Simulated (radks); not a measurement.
Results of a calculation; reference values are marked as such.
Q: Spherical quantum dot in the effective-mass picture: electrons in a hard-walled sphere of radius 6.13, with a point charge +1 (a donor) at the centre, all in effective atomic units (hartree* = m*/eps^2 hartree, bohr* = eps/m* bohr), one dielectric constant everywhere. Level of theory: non-relativistic Kohn-Sham, PBE, spin-polarised, spherical densities (a radial shooting solver with Libxc functionals). Levels are named by radial order and angular momentum (1s, 1p, 1d, 2s, ...), and open shells are averaged over m. Each electron was tried in the lowest free levels, single moves between levels near the top were tried too, and the lowest total energy was kept; such a search can miss a lower state. The series stops at N = 18: beyond it a trial failed or the search could not be trusted, so later rows were left out. Give the order in which the levels fill up to N = 18, the shell closures and the spin along the way.

A: Shells are first occupied in the order 1s, 1p, 2s, 1d. Open shells at each N (closed shells left out): 1: 1s(up 1, down 0); 2: none; 3: 1p(up 1, down 0); 4: 1p(up 2, down 0); 5: 1p(up 3, down 0); 6: 1p(up 3, down 1); 7: 1p(up 3, down 2); 8: none; 9: 2s(up 1, down 0); 10: 1d(up 1, down 0) 2s(up 1, down 0); 11: 1d(up 2, down 0) 2s(up 1, down 0); 12: 1d(up 3, down 0) 2s(up 1, down 0); 13: 1d(up 4, down 0) 2s(up 1, down 0); 14: 1d(up 5, down 0) 2s(up 1, down 0); 15: 1d(up 5, down 1) 2s(up 1, down 0); 16: 1d(up 5, down 2) 2s(up 1, down 0); 17: 1d(up 5, down 3) 2s(up 1, down 0); 18: 1d(up 5, down 4) 2s(up 1, down 0). All shells are closed at N = 2, 8 (there: 1s2 1p6). Largest 2S: 6, at N = 14.
